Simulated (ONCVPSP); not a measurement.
## An all-electron radial function and its pseudo partner (Ga)

Columns: radius, all-electron u(r) and pseudo u(r) of the 4p shell (level -2.58 eV) of gallium in the configuration [Ar] 3d10 4s2 4p1; PBE, scalar-relativistic, ONCV scheme, ONCVPSP 4.0.1.

| r (bohr) | all-electron | pseudo |
| --- | --- | --- |
| 0.143 | 0.1113 | 0.0048 |
| 0.285 | -0.0719 | 0.0193 |
| 0.428 | -0.1954 | 0.0436 |
| 0.570 | -0.1919 | 0.0767 |
| 0.713 | -0.1146 | 0.1176 |
| 0.855 | -0.0104 | 0.1632 |
| 0.998 | 0.0971 | 0.2119 |
| 1.140 | 0.1951 | 0.2611 |
| 1.283 | 0.2809 | 0.3104 |
| 1.425 | 0.3524 | 0.3586 |
| 1.568 | 0.4112 | 0.4053 |
| 1.710 | 0.4578 | 0.4482 |
| 1.853 | 0.4941 | 0.4859 |
| 1.995 | 0.5211 | 0.5159 |
| 2.138 | 0.5402 | 0.5378 |
| 2.280 | 0.5524 | 0.5516 |
| 2.423 | 0.5587 | 0.5586 |
| 2.565 | 0.5602 | 0.5601 |
| 2.708 | 0.5574 | 0.5574 |
| 2.850 | 0.5513 | 0.5513 |
| 2.992 | 0.5425 | 0.5425 |
| 3.135 | 0.5313 | 0.5313 |
| 3.278 | 0.5184 | 0.5184 |
| 3.420 | 0.5042 | 0.5042 |
| 3.563 | 0.4888 | 0.4888 |
| 3.705 | 0.4729 | 0.4729 |

(1) How many radial nodes do the two functions have?

(2) At about which radius was the pseudo-wave matched?

(3) Is the pseudo-wave norm-conserving?

Results:

(1) The all-electron 4p function has n − l − 1 = 2; the pseudo-wave has 0, since the states of the same l below it are removed with the core.

(2) 2.85 bohr. The columns agree to 0.0005 from 2.42 bohr on; several derivatives are matched, so the curves merge somewhat inside the radius.

(3) Yes: the ONCV scheme keeps the norm inside the radius equal to the all-electron one, which fixes the energy derivative of the logarithmic derivative at the level.
